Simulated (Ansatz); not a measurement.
C2H5IO, SMILES `COCI`, relaxed with RKS PBE0-D4/def2-TZVP in the Gaussian-basis code of Ansatz from a PBE-D4/def2-SVP geometry. The force threshold is 0.005 eV/Å; the program also tests the step.

The species carries charge 0 and has multiplicity 1. I takes the def2 core potential.

Start:

```xyz
9

C     0.407    0.010    1.159
O    -0.519    0.634    0.281
C    -0.673    0.035   -0.924
I     1.092    0.320   -2.342
H     0.154   -1.063    1.320
H     0.355    0.552    2.121
H     1.439    0.075    0.746
H    -1.503    0.509   -1.473
H    -0.751   -1.073   -0.888
```

**Question.** By how much does the energy fall, and how many steps does the optimiser take? (Estimate.)

**Answer.** The calculation gave: 1.22 kcal/mol, in 6 steps.

**Question.** Which bonds change most? (Estimate.)

**Answer.** Ansatz gave: C3–I4 from 2.282 to 2.211 Å; C3–H9 from 1.111 to 1.092 Å; C1–H7 from 1.113 to 1.095 Å; C1–H5 from 1.114 to 1.096 Å.

**Question.** Give the relaxed structure. (Estimate.)

**Answer.** Computed: 
```xyz
9

C     0.409    0.011    1.143
O    -0.516    0.634    0.278
C    -0.661    0.033   -0.926
I     1.068    0.307   -2.277
H     0.157   -1.046    1.287
H     0.355    0.534    2.095
H     1.423    0.086    0.735
H    -1.481    0.495   -1.465
H    -0.755   -1.054   -0.871
```
